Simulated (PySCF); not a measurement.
Input for PySCF: R-M06-2X/def2-TZVPPD on CH4O (SMILES CO).

```python
from pyscf import gto, dft

mol = gto.M(
    atom='''
    C    -0.52141351   -0.45723633   -0.31723253
    O     0.13506184    0.73318891    0.09352911
    H     0.16233157   -1.15025171   -0.81906902
    H    -1.29800949   -0.16694498   -1.02376065
    H    -0.99145332   -0.97866530    0.52415896
    H     0.79730805    0.49673211    0.75477894
    ''',
    basis='def2-tzvppd',
    charge=0, spin=0, verbose=4, max_memory=1800)
mf = dft.RKS(mol, xc='m062x').density_fit(auxbasis='def2-universal-jkfit')
mf.grids.level = 4
mf.conv_tol = 1e-9
mf.max_cycle = 150
mf.kernel()
mf.dip_moment()
```

Output:

```
PySCF version 2.14.0

[INPUT] verbose = 4
[INPUT] num. atoms = 6
[INPUT] num. electrons = 18
[INPUT] charge = 0
[INPUT] spin (= nelec alpha-beta = 2S) = 0
[INPUT] symmetry False subgroup None
[INPUT] Mole.unit = angstrom
[INPUT] Symbol           X                Y                Z      unit          X                Y                Z       unit  Magmom
[INPUT]  1 C     -0.521413510000  -0.457236330000  -0.317232530000 AA   -0.985328731548  -0.864051437901  -0.599482599503 Bohr   0.0
[INPUT]  2 O      0.135061840000   0.733188910000   0.093529110000 AA    0.255229887480   1.385526237468   0.176744402574 Bohr   0.0
[INPUT]  3 H      0.162331570000  -1.150251710000  -0.819069020000 AA    0.306762208671  -2.173660706213  -1.547816124916 Bohr   0.0
[INPUT]  4 H     -1.298009490000  -0.166944980000  -1.023760650000 AA   -2.452882443186  -0.315480290071  -1.934627245607 Bohr   0.0
[INPUT]  5 H     -0.991453320000  -0.978665300000   0.524158960000 AA   -1.873575240091  -1.849409384615   0.990516880137 Bohr   0.0
[INPUT]  6 H      0.797308050000   0.496732110000   0.754778940000 AA    1.506693851411   0.938687645177   1.426325481190 Bohr   0.0

nuclear repulsion = 40.2761357473752
number of shells = 55
number of NR pGTOs = 183
number of NR cGTOs = 145
basis = def2-tzvppd
ecp = {}


******** <class 'pyscf.df.df_jk.DFRKS'> ********
method = DFRKS
initial guess = minao
damping factor = 0
level_shift factor = 0
DIIS = <class 'pyscf.scf.diis.CDIIS'>
diis_start_cycle = 1
diis_space = 8
diis_damp = 0
SCF conv_tol = 1e-09
SCF conv_tol_grad = None
SCF max_cycles = 150
direct_scf = False
XC library pyscf.dft.libxc version 7.1.2
    S. Lehtola, C. Steigemann, M. J. T. Oliveira, and M. A. L. Marques,  SoftwareX 7, 1–5 (2018)
XC functionals = m062x
    Y. Zhao and D. G. Truhlar,  Theor. Chem. Acc. 120, 215 (2008)
    Y. Zhao and D. G. Truhlar,  Theor. Chem. Acc. 120, 215 (2008)
radial grids:
    Treutler-Ahlrichs [JCP 102, 346 (1995); DOI:10.1063/1.469408] (M4) radial grids

becke partition: Becke, JCP 88, 2547 (1988); DOI:10.1063/1.454033
pruning grids: <function nwchem_prune>
grids dens level: 4
symmetrized grids: False
atomic radii adjust function: <function treutler_atomic_radii_adjust>
small_rho_cutoff = 0
Set gradient conv threshold to 3.16228e-05
Initial guess from minao.
tot grids = 119704
******** <class 'pyscf.df.df.DF'> ********
auxbasis = def2-universal-jkfit
init E= -115.740989002478
  HOMO = -0.363658916601413  LUMO = -0.00621785712679568  gap/eV = 9.72647
cycle= 1 E= -115.667367268571  delta_E= 0.0736  |g|= 0.528  |ddm|=  1.5
  HOMO = -0.253635237024422  LUMO = 0.0126842670843459  gap/eV = 7.24692
cycle= 2 E= -115.648389934859  delta_E= 0.019  |g|= 0.647  |ddm|= 0.645
  HOMO = -0.357425024391912  LUMO = 0.011722983007715  gap/eV = 10.04503
cycle= 3 E= -115.718937238205  delta_E= -0.0705  |g|= 0.0331  |ddm|= 0.291
  HOMO = -0.355683746110099  LUMO = 0.0127350202708314  gap/eV = 10.02519
cycle= 4 E= -115.719126651814  delta_E= -0.000189  |g|= 0.00733  |ddm|= 0.0345
  HOMO = -0.355713462504639  LUMO = 0.0126129007264986  gap/eV = 10.02267
cycle= 5 E= -115.719137607116  delta_E= -1.1e-05  |g|= 0.0025  |ddm|= 0.00761
  HOMO = -0.356033860176424  LUMO = 0.0125864985226372  gap/eV = 10.03067
cycle= 6 E= -115.719139056931  delta_E= -1.45e-06  |g|= 0.000615  |ddm|= 0.00199
  HOMO = -0.355947594257444  LUMO = 0.0126091659587786  gap/eV = 10.02894
cycle= 7 E= -115.719139152403  delta_E= -9.55e-08  |g|= 8.02e-05  |ddm|= 0.000789
  HOMO = -0.355964826215708  LUMO = 0.0126056952437601  gap/eV = 10.02931
cycle= 8 E= -115.719139155044  delta_E= -2.64e-09  |g|= 1.61e-05  |ddm|= 0.000138
  HOMO = -0.355965868603462  LUMO = 0.012606576297383  gap/eV = 10.02937
cycle= 9 E= -115.719139155158  delta_E= -1.14e-10  |g|= 2.89e-06  |ddm|= 2.58e-05
  HOMO = -0.355965906679579  LUMO = 0.0126065561682793  gap/eV = 10.02937
Extra cycle  E= -115.719139155161  delta_E= -3.04e-12  |g|= 1.71e-06  |ddm|= 4.94e-06
converged SCF energy = -115.719139155161
Dipole moment(X, Y, Z, Debye):  0.33226, -1.56135,  0.58515
```

The calculation finished and met its thresholds.

Cost: about 11 core-seconds (a rough figure).
